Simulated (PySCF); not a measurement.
A structure optimised at PBE0-D3(BJ)/def2-TZVPD, used in a PySCF frequency run:

```
O
H 1 0.9658
S 1 1.6248 2 108.91
```
Charge 0, spin multiplicity 2.

Write its SMILES, formula and point group.

O[S], HOS, Cs

What are its rotational constants (standard atomic weights)?

656.26, 16.757, 16.340 GHz
